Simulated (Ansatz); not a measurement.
Cost and result for the atomization energy of `C[O][Ge]([CH3])([OH])[OH]` (14 atoms, 13 bonds).

Z-matrix (Å, degrees):
```
C
O 1 1.409
H 1 1.092 2 108.1
H 1 1.096 2 112.0 3 119.3
H 1 1.098 2 111.9 3 -118.7
Ge 2 1.775 1 120.2 3 -173.6
O 6 1.766 2 101.9 1 172.6
C 6 1.924 2 114.7 1 -64.3
O 6 1.770 2 109.9 1 56.2
H 7 0.961 6 110.4 2 -2.6
H 8 1.090 6 109.2 2 -170.3
H 8 1.090 6 109.9 2 70.3
H 8 1.090 6 110.0 2 -50.4
H 9 0.960 6 112.3 2 72.3
```

Total charge 0; spin multiplicity 1. Correlated methods include outer-core shells of Ge, which these sets cover unevenly. Scalar relativity is left out up to krypton. The geometry is a stationary point of PBE0-D4/def2-TZVP. It is one conformer, not always the lowest. Program: Ansatz. All runs use 2 threads of an AMD EPYC 7R13 on a shared host and a share of an NVIDIA H100 80 GB. Times are those of one run each, without the atoms' runs, and a repeat can differ threefold. Electronic energies, without spin–orbit coupling; frozen cores. CCSD(T)/CBS adds CCSD(T) − MP2 in def2-TZVPP to the MP2 limit, and its time is that of the two runs behind it. T1 = 0.011. With those shells the extrapolation isn't a true limit. B3LYP takes the VWN-RPA correlation (the form of Gaussian; ORCA's B3LYP/G).

CCSD(T)/CBS is a level of theory with its own doubt, some kJ/mol a heavy atom from the limit and from the frozen cores, so smaller differences don't rank the functionals.

| level | functions | wall time |
| --- | --- | --- |
| PBE0-D4/def2-TZVPP | 315 | 2.2 s |
| PBE-D4/def2-TZVPP (with forces) | 315 | 2.6 s |
| B2PLYP/def2-TZVPP | 315 | 2.9 s |
| r2SCAN-D4/def2-TZVPP (with forces) | 315 | 2.9 s |
| B3LYP-D4/def2-TZVPP (with forces) | 315 | 3.1 s |
| ωB97M-V/def2-TZVPP (with forces) | 315 | 3.4 s |
| ωB97X-V/def2-TZVPP | 315 | 5 s |
| MP2/def2-QZVPP | 614 | 6 s |
| CCSD(T)/def2-TZVPP | 315 | 6.5 s |
| CCSD(T)/CBS(def2) | – | 13 s |

(1) What atomization energy does each give, and how far from CCSD(T)/CBS? (Estimate.)

Results:

(1) The calculation gave: 
```
                             level  atomization (kJ/mol)  difference from CCSD(T)/CBS  per bond
                PBE0-D4/def2-TZVPP                5252.9                        -58.6      -4.5
   PBE-D4/def2-TZVPP (with forces)                5367.7                         56.2       4.3
                 B2PLYP/def2-TZVPP                5225.6                        -85.9      -6.6
r2SCAN-D4/def2-TZVPP (with forces)                5292.5                        -19.0      -1.5
 B3LYP-D4/def2-TZVPP (with forces)                5256.0                        -55.5      -4.3
  ωB97M-V/def2-TZVPP (with forces)                5283.9                        -27.6      -2.1
                ωB97X-V/def2-TZVPP                5294.8                        -16.7      -1.3
                    MP2/def2-QZVPP                5362.9                         51.4       4.0
                CCSD(T)/def2-TZVPP                5180.5                       -131.0     -10.1
                 CCSD(T)/CBS(def2)                5311.5                          0.0       0.0
```

In def2-TZVPP, CCSD(T) changes the Hartree–Fock value by +1438.6 kJ/mol (the triples alone add +82.2 kJ/mol) and MP2 by +1543.8 kJ/mol; breaking electron pairs costs correlation energy, which Hartree–Fock lacks. The D4 term adds +44.7 kJ/mol with B3LYP and +23.9 kJ/mol with PBE0; it sums over pairs of atoms, weighted by their polarisabilities, and B3LYP, whose exchange is more repulsive, gets the larger term. From PBE to PBE0 (25 % exact exchange), in def2-TZVPP and without D4, the atomization energy moves by −110.7 kJ/mol: exact exchange takes away binding that semilocal exchange gives to molecules.
